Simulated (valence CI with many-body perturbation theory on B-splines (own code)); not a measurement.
Results of a calculation; reference values are marked as such.
# Hyperfine factors and g values of Ga²⁴⁺

Level of theory: relativistic CI+MBPT: five valence electrons over a frozen Dirac-Fock core [He], a basis of 11 s, 11 p, 10 d, 8 f, 5 g, 2 h functions for each j, with the one-electron correlation potential Σ1 (screened to all orders), the two-electron term Σ2, the three-electron term Σ3, Breit, model QED; selected single and double excitations, second order for the rest, scaled by the run's own slope (own B-spline code, finite nucleus).

No measured levels were compared; by estimate levels of excited configurations hold to 0.05 to 0.15 % of their energy, terms of the ground configuration to about 0.5 %. Among the levels kept, up to 5500 cm⁻¹ of a level comes from second order outside the variational space, and about a tenth of that is noise between levels of different J, which matters for small intervals.

A/g_I is the dipole constant over the nuclear g factor μ/I (μ in nuclear magnetons, uniformly magnetised nucleus), B/Q the quadrupole constant per barn. Both hold the static response of the core; the bare values leave it out. Large factors of s and p1/2 electrons are usually good to 5 to 10 %; those of open d and f shells near neutrality can be off by tens of per cent, and small factors of p3/2, d and f electrons come from cancelling terms and can be off by a factor of two or in sign, in half-filled shells by more. B is blank for J = 1/2, where it vanishes, and for nearly pure S terms. Energies count from the lowest level.

Levels are named by their leading jj configuration (3d3/2^4 stands for four electrons in 3d with j = 3/2), which in mixed levels can hold well under half, so a name can repeat and another be missing. Letters in brackets count levels of one name in rising energy.

```csv
Level,E (eV),g,A/g_I (MHz),A/g_I bare,B/Q (MHz/b),B/Q bare
(2s^2 2p1/2^2 2p3/2) J=3/2,0.0,1.721,24900,29700,35500,35700
(2s^2 2p1/2 2p3/2^2) J=3/2,25.9,1.167,25600,27000,67700,67900
(2s^2 2p1/2 2p3/2^2) J=5/2,35.0,1.195,93100,94200,-632,-634
(2s^2 2p1/2 2p3/2^2) J=1/2,48.3,0.658,269000,266000,,
(2s^2 2p3/2^3) J=3/2,69.6,1.232,52900,54500,-104000,-105000
(2s 2p1/2^2 2p3/2^2) J=5/2,126.1,1.568,207000,207000,74700,74900
(2s 2p1/2 2p3/2^3) J=3/2 [a],144.3,1.668,126000,128000,-71300,-71500
(2s 2p1/2^2 2p3/2^2) J=1/2,147.4,2.559,519000,514000,,
(2s 2p1/2 2p3/2^3) J=3/2 [b],175.2,0.931,-26100,-23300,-98300,-98700
(2s 2p1/2 2p3/2^3) J=5/2,181.9,1.222,254000,250000,-165000,-166000
(2s 2p1/2 2p3/2^3) J=1/2,200.0,1.595,333000,328000,,
(2s 2p1/2 2p3/2^3) J=3/2 [c],208.3,1.253,16100,20900,60400,60600
(2s 2p3/2^4) J=1/2,235.3,1.167,561000,545000,,
(2p1/2^2 2p3/2^3) J=3/2,321.6,1.329,44400,48400,-88500,-88900
(2p1/2 2p3/2^4) J=1/2,351.1,0.659,270000,265000,,
(2s^2 2p1/2^2 3s) J=1/2,1338.6,2.191,218000,215000,,
(2s^2 2p1/2 2p3/2 3s) J=3/2 [a],1360.3,1.696,64000,65500,62600,62800
(2s^2 2p1/2 2p3/2 3s) J=1/2,1364.5,1.154,-70800,-65800,,
(2s^2 2p1/2 2p3/2 3s) J=5/2,1368.4,1.448,123000,123000,7260,7300
(2s^2 2p1/2^2 3p1/2) J=1/2,1370.1,0.689,73000,72300,,
(2s^2 2p1/2 2p3/2 3s) J=3/2 [b],1372.1,1.089,83500,85800,12000,12100
(2s^2 2p1/2^2 3p3/2) J=3/2,1381.5,1.343,14000,15000,22400,22400
(2s^2 2p1/2 2p3/2 3p1/2) J=1/2,1391.5,1.545,-29500,-24800,,
(2s^2 2p1/2 2p3/2 3p1/2) J=3/2 [a],1395.4,1.187,64900,66400,-7320,-7330
(2s^2 2p3/2^2 3s) J=5/2,1398.5,1.344,95500,95700,84400,84700
(2s^2 2p1/2 2p3/2 3p1/2) J=5/2,1400.3,1.274,59500,61100,26400,26500
(2s^2 2p3/2^2 3s) J=3/2,1401.1,1.066,22500,25300,35900,36100
(2s^2 2p1/2 2p3/2 3p3/2) J=5/2 [a],1401.9,1.380,33900,35700,73900,74200
(2s^2 2p1/2 2p3/2 3p3/2) J=1/2 [a],1403.1,2.026,-64600,-59900,,
(2s^2 2p1/2 2p3/2 3p3/2) J=3/2 [a],1405.8,1.229,65200,65700,-47500,-47700
(2s^2 2p1/2 2p3/2 3p3/2) J=7/2,1409.1,1.326,60300,61700,25900,26000
(2s^2 2p1/2 2p3/2 3p1/2) J=3/2 [b],1410.8,1.714,71700,74800,24200,24300
(2s^2 2p1/2 2p3/2 3p3/2) J=3/2 [b],1414.6,1.218,30900,33100,37800,37900
(2s^2 2p1/2^2 3d3/2) J=3/2,1416.9,0.731,11100,10600,980,1050
(2s^2 2p1/2 2p3/2 3p3/2) J=5/2 [b],1417.6,1.187,76600,77400,15000,15000
(2s^2 2p3/2^2 3s) J=1/2,1419.4,1.982,231000,227000,,
(2s^2 2p1/2^2 3d5/2) J=5/2,1422.5,1.190,2230,2380,936,1030
(2s^2 2p1/2 2p3/2 3p3/2) J=1/2 [b],1423.2,0.816,222000,221000,,
(2s 2p1/2^2 2p3/2 3s) J=5/2,1433.1,1.921,215000,215000,10500,10500
(2s^2 2p3/2^2 3p1/2) J=3/2,1436.3,1.265,65800,67200,55200,55400
```

Problem. Take the isotope of mass number 71, with I = 3/2, μ = 2.56033 μN, leaving out the quadrupole term. What is the hyperfine structure of (2s^2 2p1/2^2 2p3/2) J=3/2?

Solution. From the table A = 42400 MHz. Shifts from the centre of gravity in MHz: F = 0: -159000, F = 1: -117000, F = 2: -31800, F = 3: 95400.
